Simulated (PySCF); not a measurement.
SMILES c1c(C)ccc(c1)OC (C8H10O), GFN2-xTB optimised geometry.

```
19

C     -2.37    -2.39    -0.01
O     -0.97    -2.32     0.00
C     -0.37    -1.09     0.00
C     -1.05     0.12     0.00
C     -0.33     1.31     0.00
C      1.06     1.32     0.00
C      1.83     2.60    -0.02
C      1.72     0.09     0.00
C      1.02    -1.09     0.00
H     -2.80    -1.92     0.88
H     -2.62    -3.45    -0.01
H     -2.79    -1.91    -0.90
H     -2.12     0.16     0.01
H     -0.87     2.24     0.00
H      1.19     3.45     0.23
H      2.25     2.77    -1.01
H      2.65     2.57     0.69
H      2.80     0.08     0.00
H      1.54    -2.04     0.00
```

Density from PBE0/def2-SVP (PySCF) at that geometry.

Minimum of the electron density along straight lines between bonded atoms, close to the bond critical point (lines longer than 1.1 times the sum of covalent radii, or with two minima, are not listed):

```csv
bond,length / Å,ρ at the minimum / e bohr⁻³,∇²ρ there / e bohr⁻⁵,position (fraction from the first atom)
C1–O2,1.405,0.257,(withheld),0.34
O2–C3,1.366,0.282,(withheld),0.67
C3–C4,1.388,0.311,-0.79,0.51
C4–C5,1.386,0.309,-0.78,0.50
C5–C6,1.385,0.312,-0.79,0.50
C6–C7,1.499,0.254,(withheld),0.51
C6–C8,1.392,0.308,-0.78,0.50
C3–C9,1.395,0.310,-0.80,0.52
C8–C9,1.377,0.314,-0.80,0.50
C1–H10,1.095,0.279,-1.05,0.63
C1–H11,1.089,0.284,-1.10,0.64
C1–H12,1.095,0.279,-1.05,0.63
C4–H13,1.079,0.282,-1.06,0.63
C5–H14,1.081,0.282,-1.07,0.63
C7–H15,1.087,0.277,-1.01,0.62
C7–H16,1.090,0.274,-0.99,0.62
C7–H17,1.088,0.276,-1.00,0.62
C8–H18,1.081,0.283,-1.07,0.63
C9–H19,1.079,0.283,-1.08,0.63
```

Task: Complete the blanks.

Result: 
- C1–O2, ∇²ρ there / e bohr⁻⁵: -0.35
- O2–C3, ∇²ρ there / e bohr⁻⁵: -0.32
- C6–C7, ∇²ρ there / e bohr⁻⁵: -0.60
